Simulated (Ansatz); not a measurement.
**Worked example: the step energy**

An elementary step of Si2H10O2, closed shell (Si₂H₆ ([SiH3][SiH3]) + H₂O + H₂O → Si₂H₆O ([OH][SiH2][SiH3]) + H₂O + H₂; Si–H, H–O, H–O broken or loosened, Si–O, H–H, H–O formed or tightened). “Start” and “end” are the PBE0-D4/def2-TZVP structures reached by relaxing down either side of its saddle point, with the molecules still in contact.

Computed with Ansatz 0.2.0 (basis: def2-TZVPP and def2-QZVPP); correlated methods freeze the cores.

Energies in eV:

| quantity | end | start |
| --- | --- | --- |
| Hartree–Fock, triple zeta (X = 3) | -19959.90683 | -19959.44086 |
| Hartree–Fock, quadruple zeta (X = 4) | -19960.62084 | -19960.13429 |
| MP2 correlation, X = 3 | -21.71785 | -21.68994 |
| MP2 correlation, X = 4 | -23.41041 | -23.37701 |
| CCSD(T) correlation, X = 3 | -24.00352 | -24.03780 |

(1) Work out the step energy at the basis limit: extrapolate Hartree–Fock as E(X) = E∞ + A exp(−7.88 √X) and the MP2 correlation as E(X) = E∞ + B X^−2.97 (the exponents that Neese and Valeev fitted for def2-TZVPP and QZVPP), then add CCSD(T) − MP2 in triple zeta.

T1 diagnostic: at most 0.013.

## Answers

(1) Each step is linear, so take the differences first (end − start): Hartree–Fock -0.46597 (X = 3) and -0.48655 (X = 4); MP2 correlation -0.02791 and -0.03340; CCSD(T) correlation 0.03428.
Two points give E∞ = E(4) + w [E(4) − E(3)], with w = 1/(exp(7.88 (2 − √3)) − 1) = 0.1377 for Hartree–Fock and w = 1/((4/3)^2.97 − 1) = 0.7407 for the correlation.
Hartree–Fock: -0.48655 + 0.1377 × (-0.02058) = -0.4894 eV.
MP2 correlation: -0.03340 + 0.7407 × (-0.00549) = -0.0375 eV.
CCSD(T) − MP2: 0.03428 − (-0.02791) = 0.0622 eV.
Sum: -0.4894 + (-0.0375) + 0.0622 = -0.4647 eV, or -10.72 kcal/mol. Plain CCSD(T) in triple zeta gives -0.4317 eV, so the larger basis shifts the result by -0.0330 eV.

Labels in which every atom is bracketed show which atoms are joined, not bond orders.

For scale, one of the runs: CCSD(T)/def2-TZVPP, 286 basis functions, launched by `ansatz run in.yaml --threads 8 --pin off --events-out ev --progress --plain --max-ram 19148MiB`. Hardware: 8 CPU threads of an Arm Neoverse V2, shared host. Wall time 120 s; peak host memory 8.4 GiB.
